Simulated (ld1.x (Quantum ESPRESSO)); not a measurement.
## Before and after: TM potential for tellurium

```json
{
 "Element": "tellurium",
 "Generator": "ld1.x (Quantum ESPRESSO) 7.5",
 "Type": "norm-conserving Troullier–Martins (Kleinman–Bylander form)",
 "Functional": "LDA (PZ)",
 "Relativity": "scalar-relativistic",
 "Frozen core": "[Kr] 4d10",
 "Valence charge": "6",
 "Reference configuration": "5s2 5p4",
 "Partial waves": "5p (bound): rc 1.80 bohr; 5d channel at 0.5 Ry: rc 1.50 bohr; 5s (bound): rc 1.75 bohr",
 "Local potential": "the s channel",
 "Core correction": "Bessel-smoothed model core inside 1.35 bohr"
}
```

Change: wave 5p (bound): rc 1.80 bohr becomes 5p (bound): rc 1.70 bohr.

Cutoffs: the cutoffs (Ry, on a coarse ladder) from which the occupation-weighted sum of valence levels, in a spherical-Bessel basis at the reference potential, stays within 10 and 1 mRy of its value at 400 Ry; they do not see the model core or the augmentation charge, which bear on the density cutoff. Errors are all-electron minus pseudo energies relative to the spin-unpolarised reference configuration.

Q: What does the change do?

A: The potential gets harder (30 Ry and 60 Ry → 40 Ry and 70 Ry); both files keep a bound ghost (d); of the 9 tests that both files solve, the error grows in 2 and shrinks in 2 by more than 15 % and 0.3 meV (median size 8.3 → 13.5 meV). A smaller radius makes the pseudo-wave follow the all-electron one further in, where it bends more sharply, so more plane waves are needed.

```csv
quantity,base,changed
"cutoff, loose",30 Ry,40 Ry
"cutoff, tight",60 Ry,70 Ry
loose cutoff by channel (10 mRy a level),"p 10 Ry, s 21 Ry","p 30 Ry, s 21 Ry"
bound ghosts,d,d
"error for 5s2 5p3, meV [ΔE 9.92 eV]",-4.1,-4.1
"error for 5s2 5p2, meV [ΔE 28.09 eV]",-22,-23
"error for 5s2 5p1, meV [ΔE 55.32 eV]",-80,-86
"error for 5s1 5p5, meV [ΔE 9.35 eV]",-7.7,-5.9
"error for 5s0 5p6, meV [ΔE 18.92 eV]",-29,-21
"error for 5s1 5p4, meV [ΔE 19.85 eV]",-17,-15
"error for 5s2 5p3.5, meV [ΔE 3.98 eV]",-1.3,-1.2
"error for 5s2 5p4 (spin-polarised), meV [ΔE -0.48 eV]",-0.4,-2.0
"error for 5s2 5p3 (spin-polarised), meV [ΔE 8.60 eV]",-8.3,-13
```

 A true bound ghost makes a file unfit for plane-wave use even where its test errors are small: the radial tests pick states by their node count and pass the ghost by.
